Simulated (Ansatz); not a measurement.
CH9BOSi2 (`[SiH3]BOC[SiH3]`), relaxed with RKS PBE-D4/def2-SVP in the Gaussian-basis code of Ansatz from a rough embedded geometry. The force threshold is 0.03 eV/Å; the program also tests the step.

Charge 0, multiplicity 1.

Start:

```xyz
14

Si    1.527    2.100   -0.567
B     0.270    1.085    0.485
O    -0.913    0.550   -0.177
C    -0.799   -0.779   -0.594
Si   -1.199   -2.016    0.707
H     2.676    2.496    0.362
H     0.917    3.254   -1.134
H     2.085    1.194   -1.583
H     0.418    0.964    1.685
H    -1.405   -0.931   -1.459
H     0.318   -0.941   -0.971
H    -2.610   -1.768    1.145
H    -0.259   -1.854    1.895
H    -1.026   -3.354    0.207
```

Task: By how much does the energy fall, and how many steps does the optimiser take? (Best estimate.)

Result: Computed: 31.99 kcal/mol, in 23 steps, 1 of them rejected.

Task: Which bonds change most? (An estimate is asked.)

Result: The calculation gave: B2–O3 from 1.457 to 1.349 Å; Si1–B2 from 1.929 to 2.032 Å; Si1–H7 from 1.423 to 1.511 Å; C4–Si5 from 1.839 to 1.923 Å.

Task: Give the relaxed structure. (An estimate is asked.)

Result: Computed: 
```xyz
14

Si    1.527    2.436   -0.373
B     0.431    0.771    0.019
O     0.201   -0.119   -0.968
C    -0.563   -1.324   -0.807
Si   -1.264   -1.763    0.929
H     2.690    2.531    0.587
H     0.686    3.672   -0.150
H     2.069    2.487   -1.779
H    -0.029    0.565    1.140
H    -1.410   -1.283   -1.526
H     0.076   -2.170   -1.145
H    -2.277   -0.768    1.418
H    -0.182   -1.952    1.954
H    -1.954   -3.083    0.701
```
